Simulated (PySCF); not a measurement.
A structure optimised at PBE-D3(BJ)/def2-SVP, used in a PySCF frequency run:

```xyz
22

C      0.0000     0.6872     3.2824
C      0.0000    -0.6872     3.2824
C      0.0000    -1.5622     2.1414
C      0.0000    -1.2693     0.7970
C      0.0000     0.0000     0.0904
C      0.0000     0.0000    -1.3175
C      0.0000    -1.1709    -2.1934
C      0.0000    -0.7291    -3.4997
C      0.0000     0.7291    -3.4997
C      0.0000     1.1709    -2.1934
C      0.0000     1.2693     0.7970
C      0.0000     1.5622     2.1414
H      0.0000     1.1861     4.2651
H      0.0000    -1.1861     4.2651
H      0.0000    -2.6373     2.3861
H      0.0000    -2.1489     0.1369
H      0.0000    -2.2204    -1.8760
H      0.0000    -1.3634    -4.3965
H      0.0000     1.3634    -4.3965
H      0.0000     2.2204    -1.8760
H      0.0000     2.1489     0.1369
H      0.0000     2.6373     2.3861
```

**Question.** Write its SMILES, formula and point group.

**Answer.** C1=CC=CC(=C2C=CC=C2)C=C1, C₁₂H₁₀, C2v

**Question.** What are its rotational constants (standard atomic weights)?

**Answer.** 2.6019, 0.55585, 0.45800 GHz
